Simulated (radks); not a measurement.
Question: Species: K3+. Configuration: [Ne] 3s2 3p4. All-electron calculation, scalar-relativistic Kohn-Sham, BLYP, spin-polarised, spherical densities, finite nucleus; open shells are filled with parallel spins first; Fermi nuclear charge, rms radius 3.4349 fm. Program: a radial shooting solver on a logarithmic mesh with Libxc functionals. Some entries of the table are withheld. Estimate them.

orbital,occ.,eigenvalue (hartree),<r^2> (bohr^2)
1s up,1,-131.1244,0.008836
1s down,1,-131.1033,0.008834
2s up,1,-14.54954,0.1780
2s down,1,-14.53171,0.1777
2p up,3,-11.87459,0.1518
2p down,3,-11.84880,0.1517
3s up,1,(1),(2)
3s down,1,(3),(4)
3p up,3,(5),1.931
3p down,1,(6),1.986
3d up,0,-1.11381,2.875
3d down,0,-1.03373,3.136
4s up,0,-0.86140,9.738
4s down,0,-0.84227,10.08

Answer: 
(1) 3s up eigenvalue (hartree): -2.69857
(2) 3s up <r^2> (bohr^2): 1.644
(3) 3s down eigenvalue (hartree): -2.59225
(4) 3s down <r^2> (bohr^2): 1.669
(5) 3p up eigenvalue (hartree): -2.05065
(6) 3p down eigenvalue (hartree): -1.95001
